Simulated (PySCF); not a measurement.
**F⁺: excitation energy**

F⁺ [He] 2s2 2p4 (3P) → F⁺ [He] 2s1 2p5 (3P), as a difference of total energies. Calculation: PySCF 2.14, in aug-cc-pVTZ-DK; the spin-free X2C one-electron Hamiltonian (Gaussian nucleus). Correlated levels: valence: 1s2 frozen. The calculations carry no spin-orbit coupling.

```json
{"method": "UHF", "excitation energy (eV)": "21.840", "error (eV)": "+1.409"}
{"method": "LDA", "excitation energy (eV)": "18.546", "error (eV)": "-1.885"}
{"method": "PBE", "excitation energy (eV)": "18.810", "error (eV)": "-1.621"}
{"method": "PBE0", "excitation energy (eV)": "19.606", "error (eV)": "-0.825"}
{"method": "r2SCAN", "excitation energy (eV)": "19.641", "error (eV)": "-0.790"}
{"method": "B2PLYP", "excitation energy (eV)": "20.077", "error (eV)": "-0.354"}
{"method": "M06-L", "excitation energy (eV)": "19.708", "error (eV)": "-0.723"}
{"method": "B3LYP", "excitation energy (eV)": "19.351", "error (eV)": "-1.080"}
{"method": "CAM-B3LYP", "excitation energy (eV)": "19.440", "error (eV)": "-0.991"}
{"method": "ROHF", "excitation energy (eV)": "21.793", "error (eV)": "+1.362"}
{"method": "MP2 (valence)", "excitation energy (eV)": "20.874", "error (eV)": "+0.443"}
{"method": "SCS-MP2 (valence)", "excitation energy (eV)": "20.786", "error (eV)": "+0.355"}
```

Reference: 20.431 eV (measured; NIST levels, between the centres of gravity of the two terms).

Errors of the correlated levels include the incompleteness of this basis and the frozen core.
